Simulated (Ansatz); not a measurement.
Reaction (ligand exchange at the Si–O bond): `O[Si](O)(O)O[SiH2]F` + H₂S → `O[Si](O)(O)S` + `O[SiH2]F`

Gas-phase electronic energies from Ansatz, PBE0-D4/def2-TZVP geometries. CBS: MP2 limit from def2 TZ/QZ plus the TZ coupled-cluster correction, frozen cores. This one scheme is used for every species. Functionals use def2-TZVPP. HSE06 is defined as in plane-wave codes. Each species was taken in one conformer, which may not be the lowest.

CCSD(T)/CBS gives +72.5 kJ/mol.

**Question.** Another level gave +71.3 kJ/mol. Which?
A. CCSD(T)/def2-TZVPP
B. r2SCAN0-D4/def2-TZVPP
C. PBE/def2-TZVPP
D. HSE06-D4/def2-TZVPP

**Answer.** B. r2SCAN0-D4 71.3, HSE06-D4 61.5, PBE 52.2, CCSD(T)/def2-TZVPP 75.4 kJ/mol.

Largest T1 diagnostic among the species: 0.012.

At CCSD(T), def2-SVP lies +4.8 kJ/mol from the extrapolated value and def2-TZVPP +2.9 kJ/mol. Leaving LDA and LC-ωPBE aside and taking each functional with its dispersion term where it has one, the values, not all of them listed here, spread over 30.4 kJ/mol, from revPBE-D4 to BHLYP-D4. LDA lies +4.7 kJ/mol from PBE without D4. In def2-TZVPP, CCSD(T) changes the Hartree–Fock value by −18.3 kJ/mol (the triples alone add −4.1 kJ/mol) and MP2 by −23.7 kJ/mol.
